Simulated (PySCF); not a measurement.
## Working out the ionisation energy of Ca

Ca [Ar] 4s2 (1S) → Ca⁺ [Ar] 4s1 (2S). Computed with PySCF 2.14 in x2c-TZVPPall, with the spin-free X2C one-electron Hamiltonian (Gaussian nucleus). Frozen: [Ne]. Energies in hartree (1 hartree = 27.21139 eV):

```
             part   Ca (lower)  Ca⁺ (upper)
              UHF  -679.620198  -679.431358
MP2 opposite-spin    -0.146333    -0.123174
    MP2 same-spin    -0.055625    -0.051359
```

What does Hartree-Fock give?

(-679.431358) − (-679.620198) = 0.188840 hartree = 5.139 eV.

What do MP2 and SCS-MP2 (6/5 opposite-spin, 1/3 same-spin) give?

The opposite-spin parts differ by 0.630 eV and the same-spin parts by 0.116 eV. MP2: 5.139 + (0.630) + (0.116) = 5.885 eV. SCS-MP2: 5.139 + 1.2 × (0.630) + (0.116)/3 = 5.934 eV.

Measured between the centres of the two terms (NIST): 6.113 eV, so MP2 (valence and next inner shell) is off by -0.228 eV.

What remains against the reference includes basis incompleteness, the frozen core and correlation beyond second order.
